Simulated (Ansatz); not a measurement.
`C#[C][GeH2][CH2]Cl` and `C#[C][GeH2][CH3]` differ in one atom or group.

Ansatz, PBE0-D4/def2-TZVP geometries, multiplicity 1. Each molecule was computed in one conformer, which needn't be the lowest.

Scalar relativity is left out up to krypton.

```csv
property,`C#[C][GeH2][CH2]Cl`
size of the dipole moment (PBE/def2-TZVPP) / D,1.43
LUMO energy (PBE/def2-TZVPP) / eV,-1.06
HOMO–LUMO gap (PBE/def2-TZVPP) / eV,5.57
HOMO–LUMO gap (B3LYP/def2-TZVPP) / eV,7.28
HOMO–LUMO gap (ωB97M-V/def2-TZVPP) / eV,11.82
HOMO–LUMO gap (PBE0/def2-TZVPP) / eV,7.75
```

Q: Give the same properties after the change, and the shifts. (Best estimate.)

A: The calculation gave: 
```csv
property,`C#[C][GeH2][CH3]`,shift
size of the dipole moment (PBE/def2-TZVPP) / D,0.83,-0.60
LUMO energy (PBE/def2-TZVPP) / eV,-0.68,0.38
HOMO–LUMO gap (PBE/def2-TZVPP) / eV,6.11,0.54
HOMO–LUMO gap (B3LYP/def2-TZVPP) / eV,7.73,0.45
HOMO–LUMO gap (ωB97M-V/def2-TZVPP) / eV,12.26,0.44
HOMO–LUMO gap (PBE0/def2-TZVPP) / eV,8.22,0.47
```

With PBE0 the HOMO falls by 0.09 eV and the LUMO rises by 0.38 eV, so the gap widens by about 0.47 eV. PBE moves the HOMO by -0.14 eV and ωB97M-V by -0.13 eV. Dipoles are sizes alone; their direction can turn.

B3LYP here is the variant with VWN-RPA as its local correlation; programs differ in this.
